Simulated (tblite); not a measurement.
Record of a relaxation.

Species: C₂H₁₁NO₂Si₂ (charge +1 and doublet state).
Atom-mapped SMILES: `[CH3:1][N+:2]([CH3:3])[Si@H:4]([OH:5])[O:6][SiH3:7]` (hydrogens: H8, H9, H10 on C1; H11, H12, H13 on C3; H14 on Si4; H15 on O5; H16, H17, H18 on Si7)

Computed with GFN2-xTB (tblite), gas phase: L-BFGS steps from a force-field or distance-geometry start until the largest atomic force falls under 0.01 eV/Å. 6 of its 219 geometries are shown.

Step 0: E = -656.1141 eV, largest atomic force 3.358 eV/Å
```
atom  x, y, z in Å  |  force x, y, z in eV/Å
C1     -2.153   -1.088   -0.543    0.494  -0.330   0.557
N2     -1.069   -0.367    0.118   -3.075   1.335   0.190
C3     -1.602    0.863    0.703    0.054  -0.605   0.261
Si4     0.513   -0.388   -0.554    1.864  -1.346  -0.219
O5      0.929   -1.990   -0.516   -0.511   1.526   0.038
O6      1.488    0.468    0.443    0.136   0.112  -0.540
Si7     3.014    1.115    0.415    0.397   0.086   0.178
H8     -3.016   -1.202    0.130    0.258   0.244  -0.113
H9     -1.859   -2.104   -0.831    0.263   0.335  -0.051
H10    -2.499   -0.559   -1.440    0.079  -0.047   0.151
H11    -2.510    0.664    1.297    0.216  -0.118  -0.361
H12    -0.903    1.341    1.386    0.355  -0.141  -0.226
H13    -1.879    1.592   -0.071    0.071  -0.167   0.068
H14     0.480    0.150   -1.917    0.096  -0.177   0.294
H15     0.642   -2.429    0.288    0.238  -0.368  -0.117
H16     3.136    2.054   -0.709   -0.202  -0.125   0.012
H17     3.259    1.857    1.683   -0.379  -0.322  -0.178
H18     4.022    0.029    0.286   -0.353   0.109   0.055
```

Step 44: E = -656.7057 eV, largest atomic force 0.114 eV/Å
```
atom  x, y, z in Å  |  force x, y, z in eV/Å
C1     -2.216   -1.024   -0.494    0.015  -0.005  -0.016
N2     -1.154   -0.196   -0.078   -0.006  -0.001   0.036
C3     -1.459    0.950    0.684    0.022   0.006   0.013
Si4     0.503   -0.527   -0.698   -0.094   0.029   0.022
O5      0.716   -2.092   -0.442   -0.074   0.058  -0.029
O6      1.424    0.452    0.166   -0.005  -0.015  -0.030
Si7     2.893    1.146    0.499    0.013   0.034   0.071
H8     -2.978   -1.132    0.283    0.035   0.028  -0.008
H9     -1.828   -1.996   -0.791    0.005  -0.021  -0.007
H10    -2.727   -0.595   -1.369    0.009  -0.001   0.022
H11    -2.284    0.766    1.377   -0.002   0.005  -0.050
H12    -0.566    1.274    1.217    0.003   0.031  -0.003
H13    -1.765    1.787    0.037    0.001  -0.043   0.014
H14     0.482   -0.215   -2.110    0.007  -0.012  -0.008
H15     1.361   -2.483    0.142    0.056  -0.098   0.014
H16     3.073    2.152   -0.544   -0.001   0.000   0.018
H17     2.649    1.680    1.839   -0.003  -0.006  -0.051
H18     3.865    0.058    0.452    0.020   0.010  -0.007
```

Step 87: E = -656.7490 eV, largest atomic force 0.028 eV/Å
```
atom  x, y, z in Å  |  force x, y, z in eV/Å
C1     -2.214   -1.021   -0.425   -0.006   0.000   0.000
N2     -1.119   -0.209   -0.068    0.000   0.003  -0.002
C3     -1.387    0.993    0.616   -0.001   0.003   0.003
Si4     0.512   -0.604   -0.689    0.009   0.000   0.000
O5      0.591   -2.144   -0.262   -0.016   0.008  -0.022
O6      1.486    0.399    0.081    0.007  -0.005  -0.003
Si7     2.845    1.201    0.584   -0.007  -0.007   0.008
H8     -2.948   -1.076    0.383   -0.009  -0.006   0.009
H9     -1.868   -2.015   -0.698    0.009  -0.006   0.016
H10    -2.746   -0.603   -1.291   -0.005   0.005  -0.007
H11    -2.199    0.870    1.336   -0.006   0.002   0.000
H12    -0.480    1.345    1.105   -0.002   0.011  -0.006
H13    -1.706    1.781   -0.083    0.004  -0.002  -0.003
H14     0.510   -0.336   -2.113    0.006   0.007   0.010
H15     1.327   -2.739   -0.376    0.017  -0.007   0.004
H16     3.009    2.270   -0.401   -0.010   0.008   0.002
H17     2.455    1.675    1.910   -0.007  -0.002  -0.010
H18     3.923    0.220    0.561    0.016  -0.013  -0.002
```

Step 131: E = -656.7662 eV, largest atomic force 0.118 eV/Å
```
atom  x, y, z in Å  |  force x, y, z in eV/Å
C1     -2.141   -1.089   -0.143   -0.013   0.015  -0.025
N2     -1.078   -0.167   -0.101   -0.010  -0.017   0.002
C3     -1.331    1.125    0.401    0.001   0.014   0.004
Si4     0.502   -0.576   -0.844    0.049   0.011   0.031
O5      0.488   -2.165   -0.636   -0.038   0.060   0.015
O6      1.585    0.226    0.008    0.019  -0.003  -0.012
Si7     2.763    1.117    0.760   -0.013   0.037  -0.080
H8     -2.902   -0.866    0.606    0.001  -0.036  -0.001
H9     -1.753   -2.104   -0.037   -0.017   0.062   0.014
H10    -2.630   -1.061   -1.129    0.016  -0.023   0.010
H11    -2.092    1.110    1.184    0.028   0.024  -0.027
H12    -0.405    1.573    0.762    0.000  -0.015   0.018
H13    -1.701    1.784   -0.399   -0.029  -0.024   0.011
H14     0.468   -0.115   -2.217    0.005  -0.004   0.004
H15     1.211   -2.762   -0.806    0.045  -0.021  -0.017
H16     2.782    2.379    0.006   -0.012  -0.094   0.070
H17     2.241    1.272    2.119    0.019   0.004  -0.022
H18     3.983    0.326    0.636   -0.052   0.010   0.006
```

Step 174: E = -656.7768 eV, largest atomic force 0.043 eV/Å
```
atom  x, y, z in Å  |  force x, y, z in eV/Å
C1     -2.032   -1.091    0.069   -0.007  -0.023  -0.001
N2     -1.044   -0.113   -0.151   -0.036   0.021  -0.010
C3     -1.334    1.219    0.208    0.024   0.010   0.012
Si4     0.510   -0.530   -0.944   -0.022   0.009   0.001
O5      0.394   -2.125   -0.908   -0.021  -0.002   0.023
O6      1.651    0.081   -0.013    0.006   0.003   0.012
Si7     2.684    1.006    0.890   -0.001   0.010   0.012
H8     -2.923   -0.686    0.546   -0.008   0.027   0.011
H9     -1.617   -1.903    0.678    0.017  -0.002  -0.008
H10    -2.301   -1.579   -0.874    0.020  -0.004  -0.027
H11    -1.928    1.265    1.125    0.009  -0.001   0.007
H12    -0.414    1.789    0.317    0.020   0.010   0.001
H13    -1.933    1.711   -0.573   -0.015  -0.031  -0.012
H14     0.512    0.090   -2.251   -0.016   0.008  -0.006
H15     1.060   -2.740   -1.202    0.031  -0.017  -0.004
H16     2.540    2.362    0.362   -0.006  -0.003  -0.002
H17     2.186    0.864    2.257    0.010  -0.008  -0.015
H18     3.981    0.389    0.634   -0.003  -0.008   0.004
```

Step 218: E = -656.7861 eV, largest atomic force 0.005 eV/Å
```
atom  x, y, z in Å  |  force x, y, z in eV/Å
C1     -2.136   -1.071   -0.169   -0.002  -0.002  -0.004
N2     -1.091   -0.127   -0.146    0.002   0.000   0.002
C3     -1.374    1.159    0.354   -0.001   0.001  -0.005
Si4     0.506   -0.541   -0.844   -0.004   0.002   0.002
O5      0.483   -2.126   -0.604    0.004  -0.002  -0.003
O6      1.568    0.276    0.017    0.000  -0.001   0.000
Si7     2.800    1.068    0.788    0.003   0.003  -0.001
H8     -3.042   -0.699    0.305    0.003   0.000   0.001
H9     -1.797   -1.995    0.314    0.002   0.001   0.000
H10    -2.354   -1.371   -1.201   -0.001   0.004   0.003
H11    -1.757    1.096    1.381    0.001   0.001  -0.001
H12    -0.482    1.778    0.336    0.001  -0.002   0.000
H13    -2.171    1.640   -0.228   -0.003  -0.002   0.002
H14     0.502   -0.099   -2.223    0.001   0.000   0.000
H15     1.194   -2.730   -0.804   -0.004   0.000   0.003
H16     2.783    2.400    0.186    0.000   0.000   0.001
H17     2.372    1.077    2.188   -0.001  -0.003   0.001
H18     3.989    0.270    0.516   -0.003   0.001  -0.001
```

**Question.** Summarise the path.

**Answer.** The energy falls by 0.6720 eV from step 0 to step 218; nine tenths of that is first reached at step 54. It rises by more than 0.2 meV at steps 55 and 173. The largest force goes from 3.358 to 0.005 eV/Å. Among the bonds N2–Si4 changes most, from 1.718 to 1.792 Å; the atoms move by 0.761 Å rms after alignment.

**Question.** Follow the three bonds and two angles with the largest change from start to end.

**Answer.** 
| step | E above end (eV) | largest force (eV/Å) | N2–Si4 (Å) | N2–C3 (Å) | Si4–O5 (Å) | Si4–O6–Si7 (°) | Si4–O5–H15 (°) |
| --- | --- | --- | --- | --- | --- | --- | --- |
| 0 | 0.6720 | 3.358 | 1.718 | 1.463 | 1.656 | 137.9 | 112.7 |
| 9 | 0.2307 | 0.256 | 1.789 | 1.407 | 1.597 | 142.6 | 127.7 |
| 19 | 0.1522 | 0.172 | 1.792 | 1.410 | 1.596 | 141.2 | 131.7 |
| 28 | 0.1186 | 0.115 | 1.794 | 1.409 | 1.598 | 143.7 | 128.4 |
| 38 | 0.0873 | 0.142 | 1.792 | 1.406 | 1.598 | 148.6 | 128.7 |
| 47 | 0.0780 | 0.072 | 1.797 | 1.408 | 1.600 | 152.4 | 126.9 |
| 57 | 0.0629 | 0.156 | 1.797 | 1.409 | 1.600 | 157.3 | 129.4 |
| 66 | 0.0451 | 0.068 | 1.791 | 1.409 | 1.601 | 163.4 | 127.0 |
| 76 | 0.0394 | 0.036 | 1.791 | 1.409 | 1.601 | 163.4 | 126.9 |
| 85 | 0.0373 | 0.020 | 1.790 | 1.409 | 1.600 | 162.3 | 127.3 |
| 95 | 0.0359 | 0.021 | 1.789 | 1.409 | 1.600 | 162.0 | 127.2 |
| 104 | 0.0333 | 0.050 | 1.791 | 1.409 | 1.600 | 162.3 | 126.9 |
| 114 | 0.0311 | 0.042 | 1.791 | 1.409 | 1.600 | 163.3 | 126.2 |
| 123 | 0.0279 | 0.058 | 1.792 | 1.410 | 1.601 | 167.4 | 125.8 |
| 133 | 0.0185 | 0.068 | 1.794 | 1.409 | 1.602 | 175.8 | 126.2 |
| 142 | 0.0155 | 0.038 | 1.796 | 1.410 | 1.602 | 175.5 | 126.1 |
| 152 | 0.0134 | 0.026 | 1.793 | 1.409 | 1.601 | 171.4 | 125.4 |
| 161 | 0.0123 | 0.024 | 1.793 | 1.409 | 1.601 | 170.4 | 125.3 |
| 171 | 0.0109 | 0.055 | 1.796 | 1.409 | 1.599 | 168.8 | 126.0 |
| 180 | 0.0068 | 0.047 | 1.794 | 1.408 | 1.601 | 171.1 | 126.1 |
| 190 | 0.0040 | 0.052 | 1.790 | 1.408 | 1.601 | 174.7 | 125.7 |
| 199 | 0.0027 | 0.023 | 1.791 | 1.408 | 1.601 | 176.6 | 125.5 |
| 209 | 0.0006 | 0.029 | 1.791 | 1.408 | 1.602 | 175.3 | 125.6 |
| 218 | 0.0000 | 0.005 | 1.792 | 1.408 | 1.602 | 173.5 | 125.7 |

What follows is the cost of the whole relaxation. Time: 1.5 s of wall time. Hardware: an Arm Neoverse V2 with one thread, no GPU, on a shared host.
